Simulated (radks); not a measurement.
Q: Species: Rh IV. Configuration: [Kr] 4d6 (the NIST ground configuration). Calculated with a radial shooting solver on a logarithmic mesh with Libxc functionals: scalar-relativistic Kohn-Sham, PBE, spin-polarised, spherical densities, finite nucleus; open shells are filled with parallel spins first (spin-orbit coupling, left out, can overturn this in heavy ions); Fermi nuclear charge, rms radius 4.4945 fm. Some entries of the table are withheld. Estimate them.

orbital,occ.,eigenvalue (hartree),<r^2> (bohr^2),r(max) (bohr)
1s down,1,-847.9747,0.001438,0.02118
1s up,1,-847.9744,0.001438,0.02118
2s up,1,-124.1068,0.02374,0.1198
2s down,1,-124.0810,0.02374,0.1198
2p up,3,-111.3644,0.01869,0.09577
2p down,3,-111.3450,0.01869,0.09576
3s up,1,-23.28616,0.1747,0.3514
3s down,1,-23.27333,0.1746,0.3515
3p up,3,-19.09852,0.1772,0.3446
3p down,3,-19.08380,0.1771,0.3447
3d up,5,-12.40622,0.1640,0.2913
3d down,5,-12.38291,0.1638,0.2915
4s up,1,-4.40202,1.073,0.8809
4s down,1,-4.28743,1.067,0.8778
4p up,3,-3.21171,1.295,0.9419
4p down,3,-3.09123,1.291,0.9381
4d up,5,-1.50069,2.179,1.111
4d down,1,-1.38065,2.251,1.108
5s up,0,-1.11542,6.639,2.206
5s down,0,-1.05250,6.944,2.251
5p up,0,(1),8.961,2.563
5p down,0,(2),9.433,2.614

A: 
(1) 5p up eigenvalue (hartree): -0.85014
(2) 5p down eigenvalue (hartree): -0.80081
